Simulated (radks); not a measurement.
Effect of the nuclear size on neutral bismuth, [Hg] 6p3. Calculated with a radial shooting solver on a logarithmic mesh with Libxc functionals: Dirac Kohn-Sham, relativistic LDA (MacDonald-Vosko exchange, VWN5 correlation), spin-unpolarised, spherical densities, finite nucleus; open shells are shared between the two j in proportion to 2j + 1; Fermi nuclear charge, rms radius 5.5211 fm. The rms radius is varied about that value; shifts are against it.

[
 {"rms radius (fm)": "4.5163", "total energy shift (eV)": "-48.0", "density at nucleus (e/bohr^3)": "3.196e+06", "1s1/2 shift (meV)": "-18900", "2s1/2 shift (meV)": "-2910", "5p1/2 shift (meV)": "0.367", "6s1/2 shift (meV)": "-4.29", "6p1/2 shift (meV)": "0.309", "6p3/2 shift (meV)": "0.409", "7s1/2 (empty) shift (meV)": "-0.391"},
 {"rms radius (fm)": "5.3058", "total energy shift (eV)": "-10.7", "density at nucleus (e/bohr^3)": "2.974e+06", "1s1/2 shift (meV)": "-4240", "2s1/2 shift (meV)": "-650", "5p1/2 shift (meV)": "0.081", "6s1/2 shift (meV)": "-0.959", "6p1/2 shift (meV)": "0.069", "6p3/2 shift (meV)": "0.091", "7s1/2 (empty) shift (meV)": "-0.088"},
 {"rms radius (fm)": "5.5211", "total energy shift (eV)": "0", "density at nucleus (e/bohr^3)": "2.922e+06", "1s1/2 shift (meV)": "0.000", "2s1/2 shift (meV)": "0.000", "5p1/2 shift (meV)": "0.000", "6s1/2 shift (meV)": "0.000", "6p1/2 shift (meV)": "0.000", "6p3/2 shift (meV)": "0.000", "7s1/2 (empty) shift (meV)": "0.000"},
 {"rms radius (fm)": "5.9959", "total energy shift (eV)": "24.5", "density at nucleus (e/bohr^3)": "2.816e+06", "1s1/2 shift (meV)": "9670", "2s1/2 shift (meV)": "1480", "5p1/2 shift (meV)": "-0.182", "6s1/2 shift (meV)": "2.19", "6p1/2 shift (meV)": "-0.157", "6p3/2 shift (meV)": "-0.209", "7s1/2 (empty) shift (meV)": "0.200"},
 {"rms radius (fm)": "6.8627", "total energy shift (eV)": "72.0", "density at nucleus (e/bohr^3)": "2.651e+06", "1s1/2 shift (meV)": "28400", "2s1/2 shift (meV)": "4360", "5p1/2 shift (meV)": "-0.528", "6s1/2 shift (meV)": "6.44", "6p1/2 shift (meV)": "-0.462", "6p3/2 shift (meV)": "-0.614", "7s1/2 (empty) shift (meV)": "0.587"}
]

Slopes of the eigenvalues against <r^2> in GHz/fm^2, as finite differences over the two radii next to the reference (eigenvalue slopes, not the field-shift constants of lines): 1s1/2 431000, 2s1/2 66200, 5p1/2 -8.17, 6s1/2 97.6, 6p1/2 -7.02, 6p3/2 -9.31, 7s1/2 (empty) 8.91.
